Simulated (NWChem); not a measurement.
# SnH2S, singlet; SMILES [SnH][SH]

```xyz
4

Sn     0.0208     0.6267     0.0000
H     -1.7573     0.6508     0.0000
S     -0.0698    -1.8093     0.0000
H      1.2702    -1.9911     0.0000
```
Atoms are numbered in this order, from 1.

Level: PBE0/def2-SVP with def2 effective core potentials on Sn (NWChem), optimised geometry, unscaled harmonic frequencies. Low-valent species are run as closed-shell singlets; no triplet was tried in these runs. def2 effective core potentials on Sn; no spin-orbit coupling.

```
frequency (cm⁻¹)  IR intensity (km/mol)
----------------  ---------------------
348                                35.5
495                                 1.0
509                                13.2
744                                26.2
1738                              405.0
2707                                0.8
```

```yaml
zero_point_energy: 9.3 kcal/mol
thermal correction to the enthalpy at 298.15 K (with zero-point energy): 12.3 kcal/mol
heat capacity Cv: 10.8 cal/(mol K)
entropy at 298.15 K and 1 atm (symmetry number 1): 66.9 cal/(mol K)
```

Rigid rotor and harmonic oscillator.
